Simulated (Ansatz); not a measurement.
## Telling isomers of BH6NSe apart by their spectra

These gas-phase data were calculated for one isomer of BH6NSe at r2SCAN-D4/def2-SVP (harmonic, unscaled wavenumbers; equilibrium rotational constants with average atomic masses):

| Property | Result |
| --- | --- |
| rotational constants | 23.38, 3.323, 3.108 GHz |
| all wavenumbers above 1500 cm⁻¹ | 3557, 3547, 3420, 2567, 2490, 2413, 1625, 1603 |

Candidates:

(1) `[BH3-][SeH+]N`, a singlet
(2) `[NH3+][BH2-][SeH]`, a singlet
(3) `[BH3-][NH2+][SeH]`, a singlet

**Question.** Which candidate do the data belong to?

**Answer.** Candidate (2). 3 modes lie between 3250 and 3800 cm⁻¹, one for each N–H bond, while (1) has 2, (3) has 2.

The same quantities for all candidates:

```tsv
	rotational constants (GHz)	wavenumbers above 1500 cm⁻¹	E above the lowest, r2SCAN-D4/def2-SVP (kcal/mol)
(1)	11.88, 6.421, 4.536	3588, 3472, 2549, 2541, 2437, 2356, 1570	51.4
(2)	23.38, 3.323, 3.108	3557, 3547, 3420, 2567, 2490, 2413, 1625, 1603	0.0
(3)	25.59, 3.643, 3.336	3560, 3474, 2514, 2492, 2438, 2416, 1574	41.0
```

Harmonic stretches to hydrogen usually lie a few per cent above observed fundamentals. Each candidate is one conformer. Programs: Ansatz 0.2.0.
